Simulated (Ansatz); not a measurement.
The inner images of a band of AlClF₂H₂S (7 atoms, charge 0, multiplicity 1) are given out of order.

Computed with Ansatz, RKS BHLYP/def2-SVP.

Initial state:

```xyz
7
Properties=species:S:1:pos:R:3
Al -0.031 -0.037 0.015
F -0.246 0.473 1.574
F 1.473 0.151 -0.635
Cl -1.685 0.045 -1.268
S 0.023 -2.473 0.589
H -1.293 -2.681 0.414
H -0.086 -2.249 1.909
```

Final state:

```xyz
7
Properties=species:S:1:pos:R:3
Al -0.012 -0.516 -0.190
F -0.189 -0.121 1.737
F 1.450 0.181 -0.493
Cl -1.741 0.250 -1.072
S 0.054 -2.658 0.410
H -1.258 -2.868 0.216
H -0.149 -1.038 1.990
```

Put them in order from the first end to the last, with their energies above the first end.
A.
```xyz
7
Properties=species:S:1:pos:R:3
Al -0.025 -0.184 -0.024
F -0.241 0.066 1.631
F 1.483 0.192 -0.566
Cl -1.719 0.178 -1.185
S 0.057 -2.551 0.639
H -1.248 -2.788 0.426
H -0.152 -1.683 1.678
```
B.
```xyz
7
Properties=species:S:1:pos:R:3
Al -0.014 -0.368 -0.115
F -0.224 -0.182 1.702
F 1.468 0.227 -0.512
Cl -1.728 0.232 -1.133
S 0.058 -2.577 0.575
H -1.252 -2.803 0.384
H -0.152 -1.299 1.698
```
C.
```xyz
7
Properties=species:S:1:pos:R:3
Al -0.024 -0.076 -0.002
F -0.232 0.340 1.591
F 1.481 0.148 -0.637
Cl -1.690 0.110 -1.254
S 0.032 -2.497 0.611
H -1.275 -2.742 0.420
H -0.137 -2.054 1.869
```
D.
```xyz
7
Properties=species:S:1:pos:R:3
Al -0.023 -0.118 -0.009
F -0.233 0.202 1.614
F 1.488 0.162 -0.605
Cl -1.702 0.155 -1.220
S 0.042 -2.531 0.616
H -1.266 -2.772 0.429
H -0.150 -1.868 1.773
```
E.
```xyz
7
Properties=species:S:1:pos:R:3
Al -0.022 -0.280 -0.060
F -0.235 -0.072 1.658
F 1.473 0.218 -0.532
Cl -1.728 0.205 -1.155
S 0.059 -2.551 0.638
H -1.242 -2.798 0.404
H -0.149 -1.493 1.645
```

C (+0.02 eV), D (+0.09 eV), A (+0.26 eV), E (+0.62 eV), B (+0.89 eV).

The run took 2.7 min on 2 threads of Arm Neoverse V1 (shared host), peak memory 0.2 GiB.
